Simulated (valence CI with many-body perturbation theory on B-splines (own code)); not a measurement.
Dy32+: magnetic and hyperfine properties of the levels

Computed by configuration interaction combined with many-body perturbation theory (CI+MBPT): six valence electrons over a frozen Dirac-Fock core [Ar] 3d10, radial functions for each j: 9 s, 9 p, 8 d, 6 f, 3 g, 1 h, with the one-electron correlation potential Σ1, the two-electron term Σ2, the three-electron term Σ3, Breit, model QED; selected CI, second order for the rest, scaled by the run's own slope (own B-spline code, finite nucleus).

No measured spectrum was set against this ion. As an estimate, large intervals hold to a few tenths of a per cent, small ones and those within an open d or f shell to about a per cent. Among the levels kept, up to 640 cm⁻¹ of a level comes from second order outside the variational space, and about a tenth of that is noise between levels of different J, which matters for small intervals.

A/g_I is the dipole constant over the nuclear g factor μ/I (μ in nuclear magnetons, uniformly magnetised nucleus), B/Q the quadrupole constant per barn. Both hold the static response of the core; the bare values leave it out. Large factors of s and p1/2 electrons are usually good to 5 to 10 %; those of open d and f shells near neutrality can be off by tens of per cent, and small factors of p3/2, d and f electrons come from cancelling terms and can be off by a factor of two or in sign, in half-filled shells by more. B is blank for J = 1/2, where it vanishes, and for nearly pure S terms. Energies count from the lowest level. Levels with J = 0 are left out.

Levels are named by their leading jj configuration (3d3/2^4 stands for four electrons in 3d with j = 3/2), which in mixed levels can hold well under half, so a name can repeat and another be missing. Letters in brackets count levels of one name in rising energy.

| Level | E (cm⁻¹) | g | A/g_I (MHz) | A/g_I bare | B/Q (MHz/b) | B/Q bare |
| --- | --- | --- | --- | --- | --- | --- |
| (4s^2 4p1/2^2 4p3/2^2) J=2 | 0 | 1.354 | 33800 | 32300 | 11000 | 10600 |
| (4s^2 4p1/2 4p3/2^3) J=1 | 392390 | 1.498 | -21500 | -21100 | -33400 | -32200 |
| (4s^2 4p1/2 4p3/2^3) J=2 | 423420 | 1.140 | 91100 | 87700 | -78000 | -75100 |
| (4s^2 4p1/2^2 4p3/2 4d3/2) J=2 [a] | 992570 | 1.324 | 108000 | 104000 | -23200 | -22300 |
| (4s^2 4p1/2^2 4p3/2 4d3/2) J=1 | 1006500 | 1.181 | -9530 | -9080 | -20600 | -19900 |
| (4s^2 4p1/2^2 4p3/2 4d3/2) J=2 [b] | 1024900 | 1.169 | 92400 | 89000 | -39300 | -37800 |
| (4s^2 4p1/2^2 4p3/2 4d3/2) J=3 | 1030500 | 1.157 | 23300 | 22600 | 54700 | 52800 |
| (4s^2 4p1/2^2 4p3/2 4d5/2) J=4 | 1103900 | 1.284 | 15600 | 15200 | 61100 | 59000 |
| (4s 4p1/2^2 4p3/2^3) J=1 | 1135000 | 1.317 | -83900 | -80600 | -18200 | -17500 |
| (4s^2 4p1/2^2 4p3/2 4d5/2) J=2 | 1161400 | 1.318 | 50200 | 48700 | -44600 | -42900 |
| (4s^2 4p1/2^2 4p3/2 4d5/2) J=3 | 1188700 | 1.147 | 15400 | 15000 | 17700 | 17200 |
| (4s^2 4p1/2^2 4p3/2 4d5/2) J=1 | 1231900 | 0.900 | -21100 | -19700 | 7640 | 7410 |
| (4s^2 4p1/2 4p3/2^2 4d3/2) J=1 [a] | 1367500 | 1.020 | 94200 | 90900 | -11900 | -11500 |
| (4s^2 4p1/2 4p3/2^2 4d3/2) J=2 [a] | 1373800 | 1.027 | 52400 | 50700 | -40800 | -39300 |
| (4s^2 4p1/2 4p3/2^2 4d3/2) J=3 [a] | 1396700 | 1.110 | 52400 | 50700 | -12000 | -11500 |
| (4s^2 4p1/2 4p3/2^2 4d3/2) J=4 | 1428100 | 1.073 | 55000 | 53100 | 9080 | 8910 |
| (4s^2 4p1/2 4p3/2^2 4d5/2) J=1 [a] | 1441600 | 0.999 | 272000 | 262000 | -10300 | -9900 |
| (4s^2 4p1/2 4p3/2^2 4d5/2) J=3 [a] | 1456700 | 1.333 | -10400 | -9890 | 15000 | 14500 |
| (4s^2 4p1/2 4p3/2^2 4d3/2) J=2 [b] | 1463000 | 0.857 | 69400 | 67300 | 35100 | 34000 |
| (4s^2 4p1/2 4p3/2^2 4d5/2) J=4 [a] | 1463900 | 1.283 | -1670 | -1450 | 36500 | 35300 |
| (4s^2 4p1/2 4p3/2^2 4d5/2) J=4 [b] | 1500300 | 1.173 | 45900 | 44400 | -3620 | -3370 |
| (4s^2 4p1/2 4p3/2^2 4d5/2) J=5 | 1512000 | 1.197 | 42900 | 41500 | 14000 | 13700 |
| (4s^2 4p1/2 4p3/2^2 4d3/2) J=1 [b] | 1522100 | 1.433 | 63700 | 61300 | 11700 | 11300 |
| (4s^2 4p1/2 4p3/2^2 4d3/2) J=2 [c] | 1528600 | 1.300 | 41700 | 40200 | 7970 | 7570 |
| (4s^2 4p1/2 4p3/2^2 4d3/2) J=3 [b] | 1536600 | 1.187 | 10400 | 10100 | 5080 | 5010 |
| (4s^2 4p1/2 4p3/2^2 4d5/2) J=2 [a] | 1564400 | 1.261 | -30100 | -28600 | 56700 | 54700 |
| (4s^2 4p1/2 4p3/2^2 4d3/2) J=1 [c] | 1576900 | 1.092 | -20400 | -19300 | -18200 | -17500 |
| (4s^2 4p1/2 4p3/2^2 4d5/2) J=3 [b] | 1586900 | 1.131 | 49400 | 47900 | 62400 | 60200 |
| (4s^2 4p1/2 4p3/2^2 4d5/2) J=2 [b] | 1608500 | 1.061 | 50300 | 48800 | 9230 | 8930 |
| (4s^2 4p1/2 4p3/2^2 4d3/2) J=1 [d] | 1618300 | 1.068 | 84300 | 81700 | 13500 | 13100 |
| (4s^2 4p1/2 4p3/2^2 4d5/2) J=3 [c] | 1636000 | 1.050 | 52600 | 50900 | -38800 | -37200 |
| (4s^2 4p1/2 4p3/2^2 4d5/2) J=1 [b] | 1655500 | 1.312 | 121000 | 117000 | -10500 | -10100 |
| (4s^2 4p1/2 4p3/2^2 4d5/2) J=2 [c] | 1667600 | 1.198 | 1480 | 1540 | -50400 | -48500 |

(1) Take the isotope of mass number 163, with I = 5/2, μ = 0.671 μN and Q = 2.65 b. What is the hyperfine structure of (4s^2 4p1/2^2 4p3/2 4d3/2) J=2 [b]?

Answers

(1) From the table A = 24800 MHz, B = -104000 MHz. Shifts from the centre of gravity in MHz: F = 1/2: -246000, F = 3/2: -162000, F = 5/2: -48400, F = 7/2: 56600, F = 9/2: 98000.
